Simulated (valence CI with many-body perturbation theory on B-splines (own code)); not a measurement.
**Xe³³⁺: calculated level list**

Method: valence CI with perturbative core correlation (CI+MBPT): three valence electrons over a frozen Dirac-Fock core [Ar], a basis of 7 s, 7 p, 8 d, 6 f, 4 g, 1 h functions for each j, with the one-electron correlation potential Σ1 (screened to all orders), the two-electron term Σ2, the three-electron term Σ3, Breit, model QED; selected single and double excitations, second order for the rest, scaled by the run's own slope (own B-spline code, finite nucleus).

No measured spectrum was set against this ion. As an estimate, large intervals hold to a few tenths of a per cent, small ones and those within an open d or f shell to about a per cent. Only levels of the ground parity were solved; by the run's estimate the other parity begins above the list, which can be wrong where configurations are misplaced.

Levels 1 to 19 of 19, with energies above the lowest level, (3d3/2^3) J=3/2. "Leading %" is the weight of the configuration and term that name the level; weights of strongly mixed levels are sums over their largest components and can fall short, so below about 35 % the name and the second component can differ from the true leading terms, or belong to a minority configuration. In the jj column 3d3/2^4 stands for four electrons in 3d with j = 3/2. Lifetimes count E1, E2, E3, M1 and M2 decay at the calculated energies, and are blank where another channel may lead or the interval is too uncertain; long ones can be off by a factor of two.

```tsv
No.	Configuration	Term	J	E (eV)	Leading %	g	Lifetime	Leading jj
1	3d3	4F	3/2	0.000	65	0.585		3d3/2^3 (89 %)
2	3d3	4F	5/2	11.038	90	1.041	45.5 μs	3d3/2^2 3d5/2 (96 %)
3	3d3	4F	7/2	16.408	61	1.115	501 μs	3d3/2^2 3d5/2 (80 %)
4	3d3	4P	3/2	16.466	42	1.279	43.0 μs	3d3/2^2 3d5/2 (92 %)
5	3d3	2G	9/2	18.075	43	1.107	35.2 ms	3d3/2^2 3d5/2 (91 %)
6	3d3	4P	1/2	19.251	65	1.955	127 μs	3d3/2^2 3d5/2 (99 %)
7	3d3	2G	7/2	29.056	59	1.024	18.1 μs	3d3/2 3d5/2^2 (86 %)
8	3d3	4P	5/2	29.301	76	1.473	72.6 μs	3d3/2^2 3d5/2 (57 %)
9	3d3	4F	9/2	30.808	52	1.122	31.3 μs	3d3/2 3d5/2^2 (83 %)
10	3d3	2D	3/2	34.316	43	1.156	11.4 μs	3d3/2 3d5/2^2 (98 %)
11	3d3	2P	1/2	35.994	65	1.371	20.8 μs	3d3/2 3d5/2^2 (99 %)
12	3d3	2H	11/2	37.598	100	1.086	66.4 μs	3d3/2 3d5/2^2 (100 %)
13	3d3	2D	5/2	40.023	90	1.175	29.1 μs	3d3/2 3d5/2^2 (65 %)
14	3d3	2F	5/2	42.294	70	1.022	33.4 μs	3d3/2 3d5/2^2 (81 %)
15	3d3	2F	7/2	44.269	90	1.115	40.4 μs	3d3/2 3d5/2^2 (93 %)
16	3d3	2G	9/2	47.670	57	1.108	12.9 μs	3d5/2^3 (91 %)
17	3d3	2P	3/2	49.980	53	1.169	13.1 μs	3d5/2^3 (62 %)
18	3d3	2D	3/2	61.869	92	0.850	12.2 μs	3d3/2 3d5/2^2 (62 %)
19	3d3	2D	5/2	65.271	71	1.149	6.95 μs	3d5/2^3 (82 %)
```

The ionisation energy to 3d2 3F_2 of the next ion comes out as 2113.6 eV (NIST: 2113 ± 5 eV (theoretical)). All 19 levels together are meant to be complete up to 67.882 eV.
